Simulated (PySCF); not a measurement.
Structure with atom numbers: `[CH2:1]=[CH:2]/[CH:3]=[CH:4]/[C:5]([CH3:6])=[O:7]`; H(Xn) means a hydrogen on atom n. Ha(C1) is cis to C3; Hb(C1) is trans to C3.

GIAO PBE0/pcSseg-1 shifts (PySCF, gas phase, non-relativistic, equivalent atoms averaged), each against references optimised in the same way as the molecule (TMS, H2O).

On the GFN2-xTB geometry: C5 199.3, C3 151.1, C2 144.2, C1 137.1, C4 132.9, C6 34.0, O7 638.8, H(C3) 7.60, H(C2) 6.76, H(C4) 6.20, Ha(C1) 6.13, Hb(C1) 6.01, H(C6) 2.22 ppm.

Question: What changes on the PBE0-D3(BJ)/def2-SVP geometry?

Answer: 
```
 atoms  δ (ppm)  change
    C5    196.9    -2.4
    C3    150.3    -0.8
    C2    143.8    -0.4
    C1    137.4    +0.3
    C4    132.5    -0.4
    C6     32.5    -1.5
    O7    639.3    +0.5
 H(C3)     7.48   -0.12
 H(C2)     6.60   -0.16
 H(C4)     6.02   -0.18
Ha(C1)     6.03   -0.10
Hb(C1)     5.92   -0.09
 H(C6)     2.15   -0.07
```

Bonds between heavy atoms that differ most (equivalent bonds averaged): C4–C5 1.470 → 1.485 Å, C1–C2 1.332 → 1.342 Å, C2–C3 1.439 → 1.446 Å, C3–C4 1.342 → 1.347 Å, C5–C6 1.510 → 1.508 Å. Mean change of bonds to hydrogen: C–H +0.014 Å.
